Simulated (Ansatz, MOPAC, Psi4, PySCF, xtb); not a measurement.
Two geometries of SMILES CCOC(=O)OC (C₄H₈O₃), relaxed at B3LYP-D3(BJ)/def2-SVP with one dihedral held; other torsions can differ between them too.

Structure A

```
15

C      1.3617     1.3086     1.5440
C      1.4917     0.3838     0.3446
O      0.2970    -0.2121    -0.1971
C     -0.9282     0.2626     0.0126
O     -1.2429     1.3222     0.4961
O     -1.7956    -0.6521    -0.4435
C     -3.1698    -0.2901    -0.3513
H      0.8222     2.2309     1.3053
H      2.3824     1.5593     1.8766
H      0.8450     0.8178     2.3828
H      2.1244    -0.4812     0.5938
H      1.9815     0.9172    -0.4882
H     -3.7331    -1.1271    -0.7820
H     -3.3734     0.6344    -0.9129
H     -3.4666    -0.1325     0.6970
```

Structure B

```
15

C     -2.7518    -0.0998    -0.4167
C     -1.5288     0.3776     0.3363
O     -0.3945    -0.3574    -0.1495
C      0.8049     0.1814     0.0741
O      1.0238     1.2221     0.6436
O      1.7325    -0.6303    -0.4431
C      3.0802    -0.1935    -0.2901
H     -2.9057    -1.1805    -0.2758
H     -3.6465     0.4285    -0.0525
H     -2.6466     0.0956    -1.4948
H     -1.3482     1.4535     0.1935
H     -1.6227     0.2016     1.4213
H      3.7039    -0.9653    -0.7573
H      3.2386     0.7756    -0.7875
H      3.3407    -0.0860     0.7738
```

Task: Which is lower in energy at the level CCSD(T) on RHF/cc-pVDZ, frozen core // B3LYP-D3(BJ)/def2-SVP (Ansatz, a quantum-chemistry and plane-wave program), and by how much?

Result: B is lower, by 24.14 kJ/mol (dihedral C4–O3–C2–C1: 20° in A, 160° in B).

E(B) − E(A) in kJ/mol at the other levels, on the same two geometries: B3LYP/def2-TZVP // B3LYP-D3(BJ)/def2-SVP (Psi4) -24.44; B3LYP-D3(BJ)/def2-TZVP // B3LYP-D3(BJ)/def2-SVP (Psi4) -22.41; PBE/def2-TZVP // B3LYP-D3(BJ)/def2-SVP (Psi4) -23.53; PBE-D3(BJ)/def2-TZVP // B3LYP-D3(BJ)/def2-SVP (Psi4) -22.33; M06-2X/def2-TZVP // B3LYP-D3(BJ)/def2-SVP (Psi4) -22.47; RHF/cc-pVDZ // B3LYP-D3(BJ)/def2-SVP (Ansatz) -26.38; MP2 on RHF/cc-pVDZ, frozen core // B3LYP-D3(BJ)/def2-SVP (Ansatz) -24.63; CCSD on RHF/cc-pVDZ, frozen core // B3LYP-D3(BJ)/def2-SVP (Ansatz) -24.69; PM7, restricted, heats of formation // B3LYP-D3(BJ)/def2-SVP (MOPAC) -11.99; PM3, restricted, heats of formation // B3LYP-D3(BJ)/def2-SVP (MOPAC) -13.94; GFN1-xTB // B3LYP-D3(BJ)/def2-SVP (xtb) -8.12; restricted B3LYP/6-31G*, spherical d, density fitting // B3LYP-D3(BJ)/def2-SVP (PySCF) -22.83; restricted M06-2X/6-31G*, spherical d, density fitting // B3LYP-D3(BJ)/def2-SVP (PySCF) -21.49; restricted LDA (SVWN5)/6-31G*, spherical d, density fitting // B3LYP-D3(BJ)/def2-SVP (PySCF) -20.00; restricted Hartree-Fock/6-31G*, spherical d, density fitting // B3LYP-D3(BJ)/def2-SVP (PySCF) -26.32.
